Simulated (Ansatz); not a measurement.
`NB([SiH3])CF`. The species carries charge 0 and has multiplicity 1. Geometry: relaxed with PBE0-D4/def2-TZVP. It is one conformer, not always the lowest.

```xyz
12

N     0.090    1.164   -1.157
B     0.080    0.129   -0.237
Si   -1.060    0.238    1.431
C     0.985   -1.126   -0.538
F     1.689   -0.997   -1.740
H    -0.447    2.009   -1.067
H     0.657    1.115   -1.990
H    -2.050   -0.875    1.494
H    -1.820    1.522    1.480
H    -0.232    0.155    2.668
H     1.722   -1.289    0.259
H     0.387   -2.044   -0.603
```

**Question.** What is the dipole moment at r2SCAN/def2-TZVPP? (Estimate.)

**Answer.** Ansatz gave: 1.22 D, with components (-0.32, 1.08, -0.45) D in this frame, pointing from negative to positive charge.

**Question.** And with PBE, B3LYP, ωB97M-V? (An estimate is asked.)

**Answer.** Ansatz gave: PBE 1.26 D, B3LYP 1.20 D, ωB97M-V 1.21 D.

**Question.** Give the Mulliken charges with r2SCAN, B3LYP, PBE in def2-TZVPP. (An estimate is asked.)

**Answer.** The calculation gave: 
| atom | r2SCAN | B3LYP | PBE |
| --- | --- | --- | --- |
| N1 | -0.28 | -0.24 | -0.23 |
| B2 | 0.11 | 0.09 | 0.07 |
| Si3 | 0.12 | 0.08 | 0.02 |
| C4 | 0.09 | 0.06 | 0.02 |
| F5 | -0.27 | -0.28 | -0.24 |
| H6 | 0.18 | 0.17 | 0.18 |
| H7 | 0.18 | 0.17 | 0.18 |
| H8 | -0.08 | -0.07 | -0.05 |
| H9 | -0.09 | -0.09 | -0.07 |
| H10 | -0.08 | -0.07 | -0.05 |
| H11 | 0.06 | 0.09 | 0.09 |
| H12 | 0.06 | 0.09 | 0.09 |

B3LYP here is the variant with VWN-RPA as its local correlation; programs differ in this.
